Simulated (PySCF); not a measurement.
CH7Si2, SMILES [CH]([SiH3])[SiH3], multiplicity 2.

Geometry: PBE-D3(BJ)/def2-SVP. The isomer is the one that the SMILES or the coordinates give; other isomers of the formula were not compared.

Method: PBE-D3(BJ)/def2-SVP (PySCF).

Frequencies are harmonic and unscaled.

```
mode  ν (cm⁻¹)  IR (km/mol)  moving atoms (share of kinetic energy)
----  --------  -----------  --------------------------------------
1           52          0.0                                  H 99 %
2           58          0.1                          H 72 %, C 25 %
3          174          0.3                 Si 47 %, H 28 %, C 24 %
4          435          1.4                                  H 93 %
5          506          2.9                 Si 47 %, H 36 %, C 17 %
6          540          0.0                         H 90 %, Si 10 %
7          559          0.0                          H 91 %, Si 9 %
8          649         95.2                  H 64 %, C 27 %, Si 9 %
9          749         66.2                 H 52 %, C 35 %, Si 14 %
10         835        125.5                 H 39 %, C 37 %, Si 24 %
11         872        276.4                                  H 92 %
12         899          1.7                                  H 95 %
13         900          0.0                                  H 97 %
14         902          0.1                                  H 96 %
15         904         64.0                                  H 97 %
16         912         96.9                                  H 92 %
17        1056         29.6                          H 59 %, C 37 %
18        2129        191.0                                  H 96 %
19        2129          0.0                                  H 96 %
20        2131        131.4                                  H 98 %
21        2136         12.4                                  H 98 %
22        2171          0.0                                  H 97 %
23        2177        155.8                                  H 97 %
24        3068          0.2                                  H 92 %
```
